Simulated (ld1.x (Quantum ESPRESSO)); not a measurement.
Bi: one change to a TM semilocal potential, before and after

bismuth, norm-conserving Troullier–Martins (semilocal form), made with ld1.x (Quantum ESPRESSO) 7.5 (PBE, scalar-relativistic). Core [Xe] 4f14, reference 5d10 6s2 6p3. Waves: 6s (bound): rc 1.60 bohr; 6p (bound): rc 2.05 bohr; 5d (bound): rc 1.10 bohr. Local part: the d channel. Core correction: Bessel-smoothed model core, default radius (core density twice the valence density).

All-electron outer shells of the reference configuration (PBE, scalar-relativistic, ld1.x):

```tsv
shell	level (eV)	outermost node (bohr)	outermost maximum (bohr)
4f	-152.59	–	0.34
5p	-95.86	0.48	0.86
5d	-27.08	0.51	1.03
6s	-14.48	0.98	1.88
6p	-4.57	1.14	2.44
```

Change: wave 6p (bound): rc 2.05 bohr becomes 6p (bound): rc 1.88 bohr.

Cutoffs: the cutoffs (Ry, on a coarse ladder) from which the occupation-weighted sum of valence levels, in a spherical-Bessel basis at the reference potential, stays within 10 and 1 mRy of its value at 400 Ry; they do not see the model core or the augmentation charge, which bear on the density cutoff. Errors are all-electron minus pseudo energies relative to the spin-unpolarised reference configuration.

**Question.** How do hardness, ghosts and transferability respond?

**Answer.** The potential gets neither clearly harder nor softer (90 Ry and 120 Ry → 90 Ry and 120 Ry); the d channel sets the loose cutoff, while the largest relative change is in p, which becomes harder; of the 7 tests that both files solve, the error grows in 0 and shrinks in 6 by more than 15 % and 0.3 meV (median size 9.3 → 5.0 meV); neither file shows a bound ghost. Less of the atom is replaced, so other configurations are described better. A semilocal file is local in each channel, so a ghost entry of none says nothing of the separable form that plane-wave codes build from it.

```csv
quantity,base,changed
"cutoff, loose",90 Ry,90 Ry
"cutoff, tight",120 Ry,120 Ry
loose cutoff by channel (10 mRy a level),"s 30 Ry, p 8 Ry, d 45 Ry","s 30 Ry, p 25 Ry, d 45 Ry"
bound ghosts,none,none
"error for 5d10 6s2 6p2, meV [ΔE 7.91 eV]",-2.5,-1.6
"error for 5d10 6s2 6p1, meV [ΔE 23.16 eV]",-9.3,-5.0
"error for 5d10 6s2 6p0, meV [ΔE 46.50 eV]",-33,-26
"error for 5d10 6s1 6p4, meV [ΔE 10.08 eV]",-4.0,-1.9
"error for 5d10 6s2 6p3.3, meV [ΔE -1.09 eV]",+0.6,+0.6
"error for 5d9 6s2 6p3, meV [ΔE 33.32 eV]",-70,-17
"error for 5d9 6s2 6p4, meV [ΔE 24.21 eV]",-120,-67
```
